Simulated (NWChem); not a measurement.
System: MgSiH₄; SMILES [MgH][SiH3]

NWChem input:

```
start job
memory heap 200 mb stack 900 mb global 1100 mb
geometry units angstroms noautosym nocenter noautoz
  Mg    -0.183264    -1.453594    -0.002392
  H     -0.241304    -3.167557    -0.003368
  Si    -0.098670     1.137408    -0.000963
  H      1.287101     1.685182     0.266209
  H     -0.992771     1.761487     1.049117
  H     -0.530675     1.746698    -1.317699
end
basis spherical
  Mg library def2-tzvp
  H library def2-tzvp
  Si library def2-tzvp
end
dft
  xc pbe0
  iterations 150
end
property
  efieldgrad
end
task dft property
```

Coordinates come from a PBE-D3(BJ)/def2-SVP optimisation.

Vzz is the largest principal value of the second derivative of the potential at the nucleus (NWChem prints the opposite sign); η is the asymmetry. Non-relativistic.

Atoms are numbered as in the input.

Task: Predict the main results of this run. (PBE0/def2-TZVP.) Quantities: Vzz Mg1 (a.u.); η Mg1.

Result: Vzz Mg1 (a.u.): -1.048
η Mg1: 0.00
